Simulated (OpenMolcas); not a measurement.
N²⁺: CASPT2 settings compared

- Program: OpenMolcas 26.06
- Basis: ANO-RCC-VTZP [4s3p2d1f]
- Scalar Hamiltonian: DKH4, point nucleus
- Active space: 3 electrons in 8 orbitals (2s 2p 3s 3p)
- State averaging: 2S+1 = 2 odd, 11 roots; 2S+1 = 4 odd, 1 root kept (CI in the orbitals of an earlier block); 2S+1 = 2 even, 9 roots; 2S+1 = 4 even, 3 roots kept (CI in the orbitals of an earlier block)
- Spin-orbit coupling: state interaction with AMFI integrals over the reference wave functions, term energies averaged over their components

Methods on the same reference wave functions:
A. CASSCF
B. SS-CASPT2, IPEA 0.5 Eh, sigma2 regulariser 0.4 Eh (closed shells correlated: 1s)
C. SS-CASPT2, IPEA 0.35 Eh, no level shift (closed shells correlated: 1s)
D. SS-CASPT2, IPEA 0.6 Eh, imaginary shift 0.3 Eh (closed shells correlated: 1s)
E. MS-CASPT2, IPEA 0.35 Eh, no level shift (closed shells correlated: 1s)
F. MS-CASPT2, IPEA 0.6 Eh, imaginary shift 0.3 Eh (closed shells correlated: 1s)

Energies in cm⁻¹ above 2s² 2p ²P°_1/2, the measured ground level; measured values from Moore, Selected Tables of Atomic Spectra, NSRDS-NBS 3, section 5.

```json
{"Level": "2s² 2p ²P°_1/2", "A": "0.0", "B": "0.0", "C": "0.0", "D": "0.0", "E": "0.0", "F": "0.0", "Measured": "0.0"}
{"Level": "2s² 2p ²P°_3/2", "A": "168", "B": "168", "C": "168", "D": "168", "E": "168", "F": "168", "Measured": "174"}
{"Level": "2s 2p² ⁴P_1/2", "A": "52369", "B": "55780", "C": "55830", "D": "55740", "E": "55850", "F": "55760", "Measured": ""}
{"Level": "2s 2p² ⁴P_3/2", "A": "52427", "B": "55830", "C": "55890", "D": "55800", "E": "55910", "F": "55820", "Measured": "57247"}
{"Level": "2s 2p² ⁴P_5/2", "A": "52524", "B": "55930", "C": "55990", "D": "55900", "E": "56000", "F": "55910", "Measured": "57328"}
{"Level": "2s 2p² ²D_3/2", "A": "106041", "B": "101200", "C": "101080", "D": "101290", "E": "101100", "F": "101310", "Measured": "101031"}
{"Level": "2s 2p² ²D_5/2", "A": "106045", "B": "101210", "C": "101090", "D": "101300", "E": "101110", "F": "101310", "Measured": "101024"}
{"Level": "2s 2p² ²S_1/2", "A": "132570", "B": "131490", "C": "131520", "D": "131480", "E": "131540", "F": "131500", "Measured": "131004"}
{"Level": "2s 2p² ²P_1/2", "A": "155276", "B": "147810", "C": "147580", "D": "147950", "E": "147600", "F": "147970", "Measured": "145876"}
{"Level": "2s 2p² ²P_3/2", "A": "155392", "B": "147930", "C": "147700", "D": "148070", "E": "147720", "F": "148090", "Measured": "145986"}
{"Level": "2p³ ⁴S°_3/2", "A": "183936", "B": "185840", "C": "185860", "D": "185820", "E": "185880", "F": "185830", "Measured": "186797"}
{"Level": "2p³ ²D°_3/2", "A": "212344", "B": "204850", "C": "204580", "D": "205020", "E": "204600", "F": "205040", "Measured": "203089"}
{"Level": "2p³ ²D°_5/2", "A": "212347", "B": "204850", "C": "204590", "D": "205030", "E": "204610", "F": "205040", "Measured": "203075"}
{"Level": "2p³ ²P°_1/2", "A": "238960", "B": "231600", "C": "231490", "D": "231680", "E": "231530", "F": "231720", "Measured": "230404"}
{"Level": "2p³ ²P°_3/2", "A": "238977", "B": "231620", "C": "231510", "D": "231700", "E": "231550", "F": "231730", "Measured": "230409"}
```

Deviations, from unrounded energies. A percentage is the sum of absolute deviations over the sum of measured energies, with the sign that they share, or ± where signs differ.

| Against measurement | Levels | A | B | C | D | E | F |
| --- | --- | --- | --- | --- | --- | --- | --- |
| mean absolute deviation (cm-1) | 13 | 6000 | 1100 | 990 | 1200 | 1000 | 1200 |
| fine structure of the ground term (%) | 1 | -3.9 | -3.9 | -3.9 | -3.9 | -3.5 | -3.6 |
| other configurations (%) | 12 | ±4.4 | ±0.8 | ±0.7 | ±0.9 | ±0.7 | ±0.9 |

C, E lie about equally close to measurement and A furthest from it. The largest miss of C in the table is 2s 2p² ²P_3/2, by +1700 cm-1. The ranking rests on the paired levels alone, and a cruder setting can come out closer through cancelling errors.

Among B to F the level of the table that moves most is 2p³ ²D°_5/2, by 460 cm-1 (lowest in C, highest in F). Moves below CASPT2's spread within the term are not significant.

The mean deviations of B to F differ by less than CASPT2's widest spread within a term (850 cm-1), so their order carries little weight.

The lowest spin-free term lies below A's lowest term by 0.035 hartree in B, 0.035 hartree in C, 0.035 hartree in D, 0.036 hartree in E, 0.035 hartree in F.

CASPT2 breaks the degeneracy within a term, and the mean is taken; among the terms shown or strongly mixed into the levels shown the widest spread is 850 cm-1 (2p³ ²D°, F). Terms from blocks run as CI alone lack orbitals of their own. Active for correlation alone: 3p 3s; no level in the range computed is led by a configuration that fills them, so any true level of that kind is missing. Computed and measured levels are paired by configuration, term and J; levels that our copy of the source lacks, or whose pairing is in doubt (as where it misses far off the trend of its configuration), stay unpaired and out of the deviations. Levels of configurations outside the active space are missing.

° marks odd parity.
